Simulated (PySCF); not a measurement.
Two-component Hartree-Fock for Cd³⁺ (cadmium, charge +3)

Start: [Kr] 4d9; 4d3/2 filled at m_j = -3/2, -1/2, +1/2, +3/2; 4d5/2 filled at m_j = -3/2, -1/2, +1/2, +3/2, +5/2. Calculated with PySCF 2.14 in x2c-TZVPall-2c (8s9p7d1f, 77 functions): generalised Hartree-Fock with the X2C-1e Hamiltonian and a Gaussian nucleus; one run each with spin-orbit coupling (SO) switched off, then screened by Boettger's factors. This is a chosen level, not necessarily the ground level.

| spinor shell | electrons | ε, spin-free (eV) | ε, screened SO (eV) | weight of nominal j (screened SO) | rms radius, screened SO (bohr) |
| --- | --- | --- | --- | --- | --- |
| 1s1/2 | 2 | -26882.3 | -26880.1 | 1.000 | 0.0348 |
| 2s1/2 | 2 | -4110.1 | -4109.4 | 1.000 | 0.142 |
| 2p1/2 | 2 | -3684.6 | -3817.9 | 1.000 | 0.124 |
| 2p3/2 | 4 | -3684.6 | -3623.2 | 1.000 | 0.128 |
| 3s1/2 | 2 | -833.37 | -833.17 | 1.000 | 0.381 |
| 3p1/2 | 2 | -690.35 | -714.97 | 1.000 | 0.375 |
| 3p3/2 | 4 | -690.35 | -678.92 | 1.000 | 0.386 |
| 3d3/2 | 4 | -467.05 | -471.43 | 0.999 | 0.362 |
| 4s1/2 | 2 | -164.13 | -164.08 | 1.000 | 0.938 |
| 4p1/2 | 2 | -119.59 | -124.64 | 0.987 | 1.00 |
| 4p3/2 | 4 | -119.59 | -117.19 | 0.994 | 1.03 |
| 4d3/2 | 4 | -54.106 | -54.851 | 0.916 | 1.28 |
| 4d5/2 | 5 | -54.106 | -53.526 | 0.933 | 1.30 |

(1) Where does 3d5/2 lie, and what is the 3d spin-orbit splitting (screened SO)?

```
   quantity    spin-free  screened SO
E (hartree)  -5588.60929  -5589.74497
        M_J          5/2          5/2
       ⟨J²⟩        8.754        8.754
       ⟨L²⟩        6.003        6.018
       ⟨S²⟩        0.751        0.765
```

Each row is a mean over spinors that exchange with the open shell spreads, by up to 5.960 eV (4p3/2).

Breit and QED terms are absent; they matter most for the inner s and p1/2 levels.

Densities and radii are taken from the X2C orbitals without a picture-change correction, which distorts them close to the nucleus.

Without spin-orbit coupling the j labels of p, d and f shells carry no meaning; the spin-free column gives the mean over the occupied spinors of each nl shell.

Answers

(1) At -463.92 eV, 7.509 eV above 3d3/2.
